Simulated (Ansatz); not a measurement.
C6H12O, SMILES `OC1CCCCC1`, relaxed with RKS PBE-D4/def2-SVP in Ansatz from a rough embedded geometry. The force threshold is 0.03 eV/Å; the program also tests the step.

Total charge 0; spin multiplicity 1.

Start:

```xyz
19

O    -1.917    0.315    1.554
C    -0.750    0.745    0.856
C     0.423   -0.096    1.326
C     0.781   -1.272    0.479
C     1.045   -0.814   -0.990
C     0.372    0.485   -1.405
C    -0.933    0.681   -0.641
H    -2.638    0.810    1.225
H    -0.564    1.799    1.153
H     0.292   -0.434    2.356
H     1.348    0.567    1.358
H     1.590   -1.855    0.818
H    -0.166   -1.957    0.359
H     2.143   -0.674   -1.146
H     0.768   -1.591   -1.697
H     0.233    0.500   -2.499
H     1.047    1.324   -1.174
H    -1.438    1.594   -1.017
H    -1.636   -0.127   -0.916
```

Task: How much energy does the relaxation release, and in how many steps? (Best estimate.)

Result: Computed: 38.68 kJ/mol, in 4 steps.

Task: Which bonds change most? (An estimate is asked.)

Result: The calculation gave: C4–H13 from 1.175 to 1.111 Å; C4–H12 from 1.053 to 1.109 Å; O1–H8 from 0.934 to 0.975 Å; C3–C4 from 1.493 to 1.531 Å.

Task: Give the relaxed structure. (Estimate.)

Result: Computed: 
```xyz
19

O    -1.875    0.257    1.567
C    -0.741    0.766    0.868
C     0.480   -0.057    1.322
C     0.705   -1.270    0.417
C     1.068   -0.829   -1.020
C     0.398    0.513   -1.399
C    -0.937    0.683   -0.664
H    -2.661    0.711    1.210
H    -0.566    1.836    1.149
H     0.304   -0.357    2.375
H     1.384    0.588    1.321
H     1.493   -1.933    0.829
H    -0.228   -1.873    0.410
H     2.170   -0.732   -1.123
H     0.764   -1.620   -1.738
H     0.253    0.581   -2.497
H     1.063    1.363   -1.131
H    -1.490    1.573   -1.032
H    -1.584   -0.199   -0.864
```
